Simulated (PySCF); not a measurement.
## How methods differ on the ionisation energy of Mo

Mo [Kr] 4d5 5s1 (7S) → Mo⁺ [Kr] 4d5 (6S), as a difference of total energies. Computed with PySCF 2.14 in aug-cc-pVDZ-PP with ECP28MDF, with scalar relativity through the core potential. Correlated levels: valence: 4s2 4p6 frozen. The calculations carry no spin-orbit coupling.

| method | ionisation energy (eV) |
| --- | --- |
| UHF | 6.256 |
| M06-L | 6.937 |
| r2SCAN | 7.563 |
| MP2 (valence) | 6.788 |
| SCS-MP2 (valence) | 6.433 |

Task: How much does correlation contribute at MP2 (valence)?

Result: 6.788 − (6.256) = 0.532 eV, measured against UHF.

Errors of the correlated levels include the incompleteness of this basis and the frozen core.

For comparison: 7.092 eV (measured; NIST Atomic Spectra Database, ionization energies).
